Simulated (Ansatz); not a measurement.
Isolated molecules relaxed with PBE0-D4/def2-TZVP in Ansatz; ΔE leaves out vibrations. CCSD(T)/CBS adds triple-zeta CCSD(T) − MP2 to the extrapolated MP2 energy (def2 sets, frozen cores). DFT in def2-TZVPP. For Br outer-core shells are correlated without core-valence functions, which leaves a few kJ/mol of doubt a bond. Scalar relativity is left out up to krypton. One conformer a species, not always the lowest.

Reaction (redistribution): `Cl[Si](Cl)(Br)Br` + `OB(Br)Br` → `O[Si](Cl)(Br)Br` + `ClB(Br)Br`

| species | BHLYP-D4 energy (Eh) |
| --- | --- |
| `Cl[Si](Cl)(Br)Br` | -6358.44598 |
| `OB(Br)Br` | -5249.10032 |
| `O[Si](Cl)(Br)Br` | -5974.05904 |
| `ClB(Br)Br` | -5633.47071 |

Work out ΔE.

ΔE = (-5974.05904) + (-5633.47071) − (-6358.44598) − (-5249.10032) = 0.01655 Eh = +0.45 eV. CCSD(T)/CBS gives +0.41 eV.

What do rigid-rotor, harmonic-oscillator terms from PBE0-D4/def2-TZVP frequencies (298.15 K, 1 bar) make of the CCSD(T)/CBS value? (Estimate.)

The calculation gave: ΔZPE = -0.04 eV, ΔH = +0.38 eV, ΔS = 8 J/(mol·K), ΔG = +0.35 eV.

Largest T1 diagnostic among the species: 0.009.

Leaving LDA and LC-ωPBE aside and taking each functional with its dispersion term where it has one, the values, not all of them listed here, spread over 0.04 eV, from B2PLYP to HSE06-D4. At CCSD(T), def2-SVP lies +0.12 eV from the extrapolated value and def2-TZVPP −0.02 eV.
